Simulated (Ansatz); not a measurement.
Mg(Cl)2 anion (Cl₂Mg), SMILES [Cl][Mg][Cl] (connectivity only; charge and spin as stated), charge -1, multiplicity 2.

The structure is a stationary point at PBE0-D3(BJ)/def2-TZVPD. The multiplicity is an assumed one; other spin states were not compared. The isomer is the one that the SMILES or the coordinates give; other isomers of the formula were not compared.

Two levels are set side by side: PBE/def2-TZVPD (Ansatz, a quantum-chemistry and plane-wave program) and PBE0/def2-TZVPD (Ansatz). Energy differences of separate SCF runs at the same geometry; the states with an electron removed or added have multiplicity 1. Differences are taken from unrounded values.

```tsv
quantity	PBE0
vertical ionisation energy (eV)	1.89
```

### Question
What does PBE give, and how far is it from PBE0? (An estimate is asked for; the answer gives what the named calculation found.)

### Answer

```json
[
 {"quantity": "vertical ionisation energy (eV)", "PBE": "1.84", "PBE minus PBE0": "-0.05"}
]
```
